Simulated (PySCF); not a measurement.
HgI, doublet, at a GFN2-xTB geometry (such geometries of metal compounds can be far from the true shape) (the spin is typed, not shown lowest) (core potentials on Hg, I); R2SCAN/def2-SV(P) run with PySCF.

The PySCF input:
```python
from pyscf import gto, scf, dft

mol = gto.M(
    atom='''
Hg   -0.000000   -0.000000   -1.184662
I     0.000000    0.000000    1.788169
''',
    basis='def2-sv(p)',
    ecp={'Hg': 'def2-sv(p)', 'I': 'def2-sv(p)'},
    charge=0,
    spin=1,
    verbose=4,
)

mf = dft.UKS(mol)
mf.xc = 'r2scan'
mf.kernel()
```

### Question
Predict the main parts of the log of this PySCF run.

### Answer

```
PySCF version 2.14.0

[INPUT] verbose = 4
[INPUT] num. atoms = 2
[INPUT] num. electrons = 45
[INPUT] charge = 0
[INPUT] spin (= nelec alpha-beta = 2S) = 1
[INPUT] symmetry False subgroup None
[INPUT] Mole.unit = angstrom
[INPUT] Symbol           X                Y                Z      unit          X                Y                Z       unit  Magmom
[INPUT]  1 Hg     0.000000000000   0.000000000000  -1.184662000000 AA    0.000000000000   0.000000000000  -2.238686730179 Bohr   0.0
[INPUT]  2 I      0.000000000000   0.000000000000   1.788169000000 AA    0.000000000000   0.000000000000   3.379149674437 Bohr   0.0

nuclear repulsion = 89.002235734221
number of shells = 21
number of NR pGTOs = 111
number of NR cGTOs = 51
basis = def2-sv(p)
ecp = {'Hg': 'def2-sv(p)', 'I': 'def2-sv(p)'}

******** <class 'pyscf.dft.uks.UKS'> ********
method = UKS
initial guess = minao
damping factor = 0
level_shift factor = 0
DIIS = <class 'pyscf.scf.diis.CDIIS'>
diis_start_cycle = 1
diis_space = 8
diis_damp = 0
SCF conv_tol = 1e-09
SCF conv_tol_grad = None
SCF max_cycles = 50
direct_scf = True
direct_scf_tol = 1e-13
number electrons alpha = 23  beta = 22
XC library pyscf.dft.libxc version 7.1.2
    S. Lehtola, C. Steigemann, M. J. T. Oliveira, and M. A. L. Marques,  SoftwareX 7, 1–5 (2018)
XC functionals = r2scan
    J. W. Furness, A. D. Kaplan, J. Ning, J. P. Perdew, and J. Sun,  J. Phys. Chem. Lett. 11, 8208–8215 (2020)
    J. W. Furness, A. D. Kaplan, J. Ning, J. P. Perdew, and J. Sun,  J. Phys. Chem. Lett. 11, 9248–9248 (2020)
    J. W. Furness, A. D. Kaplan, J. Ning, J. P. Perdew, and J. Sun,  J. Phys. Chem. Lett. 11, 8208–8215 (2020)
    J. W. Furness, A. D. Kaplan, J. Ning, J. P. Perdew, and J. Sun,  J. Phys. Chem. Lett. 11, 9248–9248 (2020)
radial grids:
    Treutler-Ahlrichs [JCP 102, 346 (1995); DOI:10.1063/1.469408] (M4) radial grids

becke partition: Becke, JCP 88, 2547 (1988); DOI:10.1063/1.454033
pruning grids: <function nwchem_prune>
grids dens level: 3
symmetrized grids: False
atomic radii adjust function: <function treutler_atomic_radii_adjust>
small_rho_cutoff = 0
Set gradient conv threshold to 3.16228e-05
tot grids = 45704
init E= -408.258733753307

cycle= 1 E= -449.348705060977  delta_E= -41.1  |g|= 2.33  |ddm|=   13
cycle= 2 E= -445.859196908234  delta_E= 3.49  |g|= 2.38  |ddm|= 6.51
cycle= 3 E= -450.548365906944  delta_E= -4.69  |g|= 0.947  |ddm|= 4.65
cycle= 4 E= -451.318908256049  delta_E= -0.771  |g|= 0.366  |ddm|= 2.71
cycle= 5 E= -451.377723299702  delta_E= -0.0588  |g|= 0.127  |ddm|= 0.75
cycle= 6 E= -451.386482303656  delta_E= -0.00876  |g|= 0.0112  |ddm|= 0.198
cycle= 7 E= -451.386620119136  delta_E= -0.000138  |g|= 0.00445  |ddm|= 0.0411
cycle= 8 E= -451.386638416834  delta_E= -1.83e-05  |g|= 0.00137  |ddm|= 0.0113
cycle= 9 E= -451.386640231202  delta_E= -1.81e-06  |g|= 0.000661  |ddm|= 0.00444
cycle= 10 E= -451.386640601409  delta_E= -3.7e-07  |g|= 7.96e-05  |ddm|= 0.00148
cycle= 11 E= -451.386640607719  delta_E= -6.31e-09  |g|= 5.76e-05  |ddm|= 0.000483
cycle= 12 E= -451.386640611165  delta_E= -3.45e-09  |g|= 4.96e-06  |ddm|= 0.000156
cycle= 13 E= -451.386640611189  delta_E= -2.43e-11  |g|= 3.8e-07  |ddm|= 1.5e-05
Extra cycle  E= -451.386640611189  delta_E= -2.27e-13  |g|= 3.15e-07  |ddm|= 1.44e-06
converged SCF energy = -451.386640611189  <S^2> = 0.75618647  2S+1 = 2.0061769
```
